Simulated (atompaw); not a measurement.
# Before and after: PAW (atompaw) potential for cadmium

```json
{"Element": "Cd", "Generator": "atompaw 4.2.0.5", "Type": "PAW", "Functional": "PBEsol", "Relativity": "scalar-relativistic", "Frozen core": "[Kr]", "Valence charge": "12", "Reference configuration": "4d10 5s2 5p0", "Partial waves": "5s (bound): rc 3.00 bohr; 5s channel at 4.1 Ry: rc 3.00 bohr; 5p (bound, empty): rc 3.00 bohr; 5p channel at 2.15 Ry: rc 3.00 bohr; 4d (bound): rc 3.00 bohr; 4d channel at 2.7 Ry: rc 3.00 bohr", "Local potential": "troulliermartins scheme with l = 3 at 0 Ry, radius 2.80 bohr", "Core correction": "smooth core density matched at 2.50 bohr", "Augmentation charge": "sinc compensation charge, radius 2.95 bohr; PAW radius 3.00 bohr; waves and projectors: custom polynom2 7 10 vanderbiltortho"}
```

Change: all radii scaled by about 1.19 (s 3.56, p 3.56, d 3.56 bohr); local potential troulliermartins scheme with l = 3 at 0 Ry, radius 3.32 bohr; augmentation sinc compensation charge, radius 3.50 bohr; PAW radius 3.56 bohr; waves and projectors: custom polynom2 7 10 vanderbiltortho; core correction smooth core density matched at 2.96 bohr.

Cutoffs: the cutoffs (Ry, on a coarse ladder) from which the occupation-weighted sum of valence levels, in a spherical-Bessel basis at the reference potential, stays within 10 and 1 mRy of its value at 400 Ry; they do not see the model core or the augmentation charge, which bear on the density cutoff.

Q: What does the change do?

A: The potential gets softer (21 Ry and 40 Ry → 10 Ry and 25 Ry); neither file shows a bound ghost. A larger radius leaves more room for a smooth pseudo-wave, so fewer plane waves are needed.

| quantity | base | changed |
| --- | --- | --- |
| cutoff, loose | 21 Ry | 10 Ry |
| cutoff, tight | 40 Ry | 25 Ry |
| loose cutoff by channel (10 mRy a level) | s 6 Ry, d 10 Ry | s 6 Ry, d 6 Ry |
| bound ghosts | none | none |
| lowest overlap eigenvalue by channel | s 0.56, p 0.84, d 1.00 | s 0.32, p 0.77, d 1.00 |

 The cutoffs see the waves, projectors and local potential, not the compensation charge or the core.
